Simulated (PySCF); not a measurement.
# Ionisation energy of In(25+) by level of theory

In(25+) [Ar] 3d6 (5D) → In(26+) [Ar] 3d5 (6S), as a difference of total energies. Calculation: PySCF 2.14, in an even-tempered Gaussian basis (19 s from 3.1 bohr⁻², ratio 2.5; 12 p from 4.1 bohr⁻², ratio 2.5; 8 d from 4.1 bohr⁻², ratio 2.5; 4 f from 17 bohr⁻², ratio 2.7; 3 g from 26 bohr⁻², ratio 2.7); the spin-free X2C one-electron Hamiltonian (Gaussian nucleus). Correlated levels: outer shells: [Ne] frozen; virtual orbitals above 40 to 60 times the deepest correlated orbital energy dropped. The calculations carry no spin-orbit coupling.

| method | ionisation energy (eV) |
| --- | --- |
| UHF | 1324.5 |
| MP2 (outer shells) | 1325.9 |
| SCS-MP2 (outer shells) | 1326.1 |
| CCSD (outer shells) | 1325.8 |
| CCSD(T) (outer shells) | 1325.8 |

Breit and QED terms and the two-electron picture change are absent.

The reference lies between the lowest fine-structure levels, while these numbers refer to the centres of the terms.

For comparison: 1328 ± 4 eV (theoretical estimate listed by NIST; NIST Atomic Spectra Database, ionization energies).
